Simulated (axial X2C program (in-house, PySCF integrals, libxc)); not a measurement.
## Potential curves of YCl, two-component

Calculated with an in-house all-electron X2C program for linear molecules (integrals from PySCF). Two-component (2c) means X2C with spin–orbit coupling and atomic mean-field two-electron Coulomb and Gaunt terms. Basis: Y dyall-cv3z [11s12p9d6f3g], Cl dyall-av3z [9s8p3d2f] (cores contracted in-house); Gaussian nuclei, density fitting, unrestricted open shells. Masses: Y 88.906 u, Cl 34.969 u.

State: Ω = 0 (closed shell). Energies in kJ/mol from the lowest point of each curve. Fits are polynomials in 1 − R0/R over 0.85 to 1.23 times the lowest point R0.

```
 R (Å)    PBE0   CCSD  CCSD(T)
2.0749   90.60                
2.1704   36.94  61.29    60.34
2.2419   14.29  29.91    29.27
2.3134    2.85  10.94    10.56
2.3850    0.00   1.61     1.44
2.4685    4.73   0.00     0.00
2.5519   15.70   5.77     5.90
2.6593   35.90  20.79    21.08
2.7904   65.98                
2.9812  113.94
```

Correlated methods: 10 electrons correlated (number of frozen shells: Y 4 s, 3 p, 1 d; Cl 2 s, 1 p), 308 virtual spin orbitals or spinors in MP2, 88 natural virtuals in coupled cluster.

Occupations by symmetry block were frozen at the best pattern of an incomplete PBE0 search. The closed shell is kept restricted, so the energy runs too high when the bond is stretched far. Coupled cluster ran in a truncated set of natural virtual spinors; the MP2 energy of the rest was added. (T) has no such correction and the atoms are truncated less, which lowers De at CCSD(T) by a hundredth of an eV or more. The outer-core s and p shells of the metal are frozen in the correlated rows, which leaves out core–valence correlation; for alkali and alkaline-earth bonds that tends to lengthen them. With the outer-core shells frozen, correlated bond lengths of heavy atoms tend to come out a few hundredths of an ångström too long. Coupled cluster ran on the points near the minimum only. MP2 and coupled cluster on one determinant become unreliable at the stretched end.

Question: Fit the PBE0 curve near its minimum: give the equilibrium distance and the harmonic wavenumber.

Answer: At PBE0, 2c: Re = 2.377 Å, ωe ≈ 382 cm⁻¹; Be follows as 0.119 cm⁻¹.

Question: What are Re and ωe at the CCSD level?

Answer: At CCSD, 2c: Re = 2.442 Å, ωe ≈ 362 cm⁻¹; Be follows as 0.113 cm⁻¹.

Question: What are Re and ωe at the CCSD(T) level?

Answer: At CCSD(T), 2c: Re = 2.440 Å, ωe ≈ 362 cm⁻¹; Be follows as 0.113 cm⁻¹.
